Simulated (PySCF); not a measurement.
Building multiplets from coupling constants

Atom-mapped SMILES (the numbers label the heavy atoms): `[NH2:1][c:2]1[cH:3][cH:4][cH:5][cH:6][n:7]1`; H(Xn) means a hydrogen on atom n.

[PySCF: B3LYP/pcJ-1 coupling constants (spin–dipole term only in couplings to heteroatoms); σ from GIAO-PBE0/pcSseg-1; structure optimised with PBE0-D3(BJ)/def2-SVP; isolated molecule; non-relativistic; one computed conformer; averaged over atoms made equivalent by symmetry, fast rotation or ring inversion]

Referencing at the same level of theory: ¹³C (184.41 ppm) and ¹H (31.27 ppm) vs TMS.

Spectrometer: 400 MHz for ¹H. First-order analysis; couplings under 1 Hz (under 4 Hz in carbon signals) are ignored, and nearly equal couplings are merged; the smaller ones broaden or split the lines further.

Problem. What pattern does C3 show in the proton-coupled ¹³C spectrum?

Solution. A doublet of doublets at δ 108.6: 166.6 Hz to H(C3) (1 × ¹H, 1 bond away), 7.2 Hz to H(C5) (1 × ¹H, 3 bonds away). Lines in Hz from the centre (relative intensity): +86.9 (1), +79.7 (1), -79.7 (1), -86.9 (1). The outer lines are 173.8 Hz apart, the sum of the couplings kept, or 1.728 ppm at this field.

Problem. What pattern does H(C6) show (¹H)?

Solution. A doublet of doublets of doublets at δ 8.18: 5.5 Hz to H(C5) (1 × ¹H, 3 bonds away), 1.7 Hz to H(C4) (1 × ¹H, 4 bonds away), 1.0 Hz to H(C3) (1 × ¹H, 5 bonds away). Lines in Hz from the centre (relative intensity): +4.1 (1), +3.1 (1), +2.4 (1), +1.4 (1), -1.4 (1), -2.4 (1), -3.1 (1), -4.1 (1). The outer lines are 8.2 Hz apart, the sum of the couplings kept, or 0.020 ppm at this field.

Problem. What pattern does H(C5) show (¹H)?

Solution. A doublet of doublets at δ 6.47: 7.9 Hz to H(C4) (1 × ¹H, 3 bonds away), 5.5 Hz to H(C6) (1 × ¹H, 3 bonds away). Lines in Hz from the centre (relative intensity): +6.7 (1), +1.2 (1), -1.2 (1), -6.7 (1). The outer lines are 13.4 Hz apart, the sum of the couplings kept, or 0.034 ppm at this field.

Problem. What pattern does C5 show in the proton-coupled ¹³C spectrum?

Solution. A doublet of doublets of doublets at δ 116.9: 173.2 Hz to H(C5) (1 × ¹H, 1 bond away), 8.8 Hz to H(C6) (1 × ¹H, 2 bonds away), 6.2 Hz to H(C3) (1 × ¹H, 3 bonds away). Lines in Hz from the centre (relative intensity): +94.1 (1), +87.9 (1), +85.3 (1), +79.1 (1), -79.1 (1), -85.3 (1), -87.9 (1), -94.1 (1). The outer lines are 188.2 Hz apart, the sum of the couplings kept, or 1.871 ppm at this field.

OH and NH positions are those of a molecule without intermolecular hydrogen bonds; in solution they move with solvent, concentration and temperature, and exchange usually removes their couplings. Unscaled 3J(H,H) at this level run about 10 % above measured values.
